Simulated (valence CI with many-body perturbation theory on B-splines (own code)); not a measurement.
Pt XLVIII: electric-dipole lines

Calculated by relativistic CI+MBPT: three valence electrons over a frozen Dirac-Fock core [Ar] 3d10, radial functions for each j: 11 s, 11 p, 9 d, 7 f, 5 g, 2 h, 1 i, with the one-electron correlation potential Σ1, the two-electron term Σ2, the three-electron term Σ3, Breit, model QED; selected CI, second order for the rest (own B-spline code, finite nucleus).

No measured spectrum was set against this ion. As an estimate, large intervals hold to a few tenths of a per cent, small ones and those within an open d or f shell to about a per cent.

Lines 201 to 250 of 275 in falling wavelength, among levels below 694.63 eV, chosen from the strongest by gf and those to the six lowest levels. Wavelengths and rates use the calculated energies. Electric multipoles are in the length gauge, E1 and E2 with the static RPA response of the core. Weak lines are less certain than strong ones. Lines between different terms over intervals too small for the method are left out, as are lines whose strength nearly cancels. The highest levels of a list are the least certain.

Levels are named by their leading jj configuration (3d3/2^4 stands for four electrons in 3d with j = 3/2), which in mixed levels can hold well under half, so a name can repeat and another be missing. Letters in brackets count levels of one name in rising energy.

```csv
λ vac (nm),Upper,Lower,A (s⁻¹),S (a.u.) with core polarisation,S without
4.064,(4p1/2 4p3/2 4d3/2) J=1/2 [b],(4p1/2^2 4p3/2) J=3/2,1.51e+12,9.99e-02,1.06e-01
4.058,(4s^2 4d3/2) J=3/2,(4s^2 4p1/2) J=1/2,1.71e+12,2.26e-01,2.39e-01
4.056,(4p1/2 4p3/2 4d3/2) J=5/2 [b],(4p1/2^2 4p3/2) J=3/2,1.15e+12,2.28e-01,2.41e-01
4.049,(4s 4p1/2 4d3/2) J=3/2 [b],(4s 4p1/2^2) J=1/2,1.79e+12,2.35e-01,2.49e-01
4.048,(4s 4p3/2 4d3/2) J=1/2 [b],(4s 4p1/2 4p3/2) J=1/2,1.25e+12,8.18e-02,8.67e-02
4.047,(4s 4p3/2 4d3/2) J=3/2 [a],(4s 4p1/2 4p3/2) J=3/2 [a],1.06e+12,1.39e-01,1.48e-01
4.046,(4s 4p3/2 4d3/2) J=1/2 [a],(4s 4p1/2 4p3/2) J=3/2 [a],1.20e+12,7.86e-02,8.33e-02
4.045,(4s 4p3/2 4d3/2) J=5/2 [a],(4s 4p1/2 4p3/2) J=3/2 [a],5.86e+11,1.15e-01,1.22e-01
4.016,(4s 4p3/2 4d3/2) J=1/2 [b],(4s 4p1/2 4p3/2) J=3/2 [b],7.91e+10,5.06e-03,5.36e-03
3.980,(4s 4p3/2 4d3/2) J=5/2 [b],(4s 4p1/2 4p3/2) J=3/2 [b],9.86e+11,1.84e-01,1.95e-01
3.964,(4s 4p3/2 4d3/2) J=3/2 [b],(4s 4p1/2 4p3/2) J=5/2,2.49e+09,3.06e-04,3.24e-04
3.964,(4s 4p3/2 4d5/2) J=5/2 [a],(4s 4p1/2 4p3/2) J=3/2 [b],5.05e+09,9.31e-04,9.86e-04
3.926,(4s 4p3/2 4d5/2) J=3/2 [a],(4s 4p1/2 4p3/2) J=1/2,1.41e+11,1.69e-02,1.79e-02
3.896,(4s 4p3/2 4d5/2) J=3/2 [a],(4s 4p1/2 4p3/2) J=3/2 [b],1.08e+11,1.26e-02,1.34e-02
3.852,(4s 4p3/2 4d3/2) J=3/2 [b],(4s 4p1/2 4p3/2) J=3/2 [a],4.36e+09,4.92e-04,5.21e-04
3.823,(4s 4p3/2 4d3/2) J=5/2 [b],(4s 4p1/2 4p3/2) J=5/2,1.62e+10,2.67e-03,2.83e-03
3.808,(4s 4p3/2 4d5/2) J=5/2 [a],(4s 4p1/2 4p3/2) J=5/2,1.27e+10,2.08e-03,2.21e-03
3.750,(4s 4p3/2 4d3/2) J=1/2 [b],(4s 4p1/2 4p3/2) J=3/2 [a],2.75e+08,1.43e-05,1.52e-05
3.745,(4s 4p3/2 4d5/2) J=3/2 [a],(4s 4p1/2 4p3/2) J=5/2,3.77e+07,3.91e-06,4.28e-06
3.731,(4s 4p1/2 4d5/2) J=3/2,(4s 4p1/2^2) J=1/2,1.45e+11,1.49e-02,1.58e-02
3.728,(4s 4p3/2 4d5/2) J=1/2,(4s 4p1/2 4p3/2) J=3/2 [b],4.07e+10,2.08e-03,2.20e-03
3.728,(4s 4p3/2 4d5/2) J=7/2 [a],(4s 4p1/2 4p3/2) J=5/2,1.46e+11,2.99e-02,3.17e-02
3.718,(4s 4p3/2 4d3/2) J=5/2 [b],(4s 4p1/2 4p3/2) J=3/2 [a],1.81e+09,2.76e-04,2.92e-04
3.715,(4p1/2 4p3/2 4d5/2) J=5/2 [b],(4p1/2^2 4p3/2) J=3/2,7.90e+10,1.20e-02,1.27e-02
3.704,(4s 4p3/2 4d5/2) J=5/2 [a],(4s 4p1/2 4p3/2) J=3/2 [a],3.10e+08,4.66e-05,4.93e-05
3.683,(4s 4p3/2 4d5/2) J=3/2 [b],(4s 4p1/2 4p3/2) J=3/2 [b],8.52e+07,8.40e-06,8.98e-06
3.645,(4s 4p3/2 4d5/2) J=3/2 [a],(4s 4p1/2 4p3/2) J=3/2 [a],1.11e+10,1.06e-03,1.12e-03
3.640,(4s 4p3/2 4d5/2) J=5/2 [b],(4s 4p1/2 4p3/2) J=3/2 [b],2.48e+09,3.55e-04,3.76e-04
3.619,(4s 4p3/2 4d5/2) J=7/2 [b],(4s 4p1/2 4p3/2) J=5/2,4.26e+09,7.97e-04,8.42e-04
3.548,(4s 4p3/2 4d5/2) J=3/2 [b],(4s 4p1/2 4p3/2) J=5/2,6.20e+09,5.46e-04,5.77e-04
3.508,(4s 4p3/2 4d5/2) J=5/2 [b],(4s 4p1/2 4p3/2) J=5/2,1.68e+10,2.14e-03,2.27e-03
3.497,(4s 4p3/2 4d5/2) J=1/2,(4s 4p1/2 4p3/2) J=3/2 [a],3.39e+09,1.43e-04,1.52e-04
3.457,(4s 4p3/2 4d5/2) J=3/2 [b],(4s 4p1/2 4p3/2) J=3/2 [a],4.33e+09,3.53e-04,3.74e-04
3.420,(4s 4p3/2 4d5/2) J=5/2 [b],(4s 4p1/2 4p3/2) J=3/2 [a],1.42e+10,1.68e-03,1.78e-03
3.322,(4p1/2 4p3/2^2) J=3/2,(4s 4p1/2^2) J=1/2,1.57e+10,1.13e-03,1.20e-03
3.287,(4s 4p3/2^2) J=1/2,(4s^2 4p1/2) J=1/2,5.53e+09,1.94e-04,2.05e-04
3.284,(4p3/2^3) J=3/2,(4s 4p1/2 4p3/2) J=3/2 [b],1.53e+09,1.07e-04,1.14e-04
3.256,(4p1/2 4p3/2^2) J=1/2,(4s 4p1/2^2) J=1/2,4.56e+09,1.55e-04,1.64e-04
3.255,(4s 4p3/2^2) J=3/2,(4s^2 4p1/2) J=1/2,1.92e+09,1.31e-04,1.38e-04
3.219,(4p1/2^2 4d3/2) J=3/2,(4s^2 4p3/2) J=3/2,2.20e+07,1.45e-06,1.53e-06
3.176,(4p3/2^3) J=3/2,(4s 4p1/2 4p3/2) J=5/2,3.74e+09,2.37e-04,2.50e-04
3.103,(4p3/2^3) J=3/2,(4s 4p1/2 4p3/2) J=3/2 [a],4.38e+08,2.58e-05,2.74e-05
2.959,(4p1/2^2 4d5/2) J=5/2,(4s^2 4p3/2) J=3/2,1.97e+07,1.51e-06,1.62e-06
2.939,(4s 4p3/2 4d3/2) J=3/2 [a],(4s 4p1/2^2) J=1/2,2.81e+08,1.41e-05,1.50e-05
2.938,(4s 4p3/2 4d3/2) J=1/2 [a],(4s 4p1/2^2) J=1/2,5.93e+07,1.49e-06,1.58e-06
2.834,(4s 4p3/2 4d3/2) J=3/2 [b],(4s 4p1/2^2) J=1/2,1.69e+08,7.60e-06,8.03e-06
2.779,(4s 4p3/2 4d3/2) J=1/2 [b],(4s 4p1/2^2) J=1/2,4.83e+07,1.02e-06,1.10e-06
2.720,(4s 4p3/2 4d5/2) J=3/2 [a],(4s 4p1/2^2) J=1/2,5.79e+08,2.30e-05,2.45e-05
2.637,(4s 4p3/2 4d5/2) J=1/2,(4s 4p1/2^2) J=1/2,3.23e+09,5.85e-05,6.21e-05
2.615,(4s 4p3/2 4d5/2) J=3/2 [b],(4s 4p1/2^2) J=1/2,1.26e+09,4.46e-05,4.74e-05
```
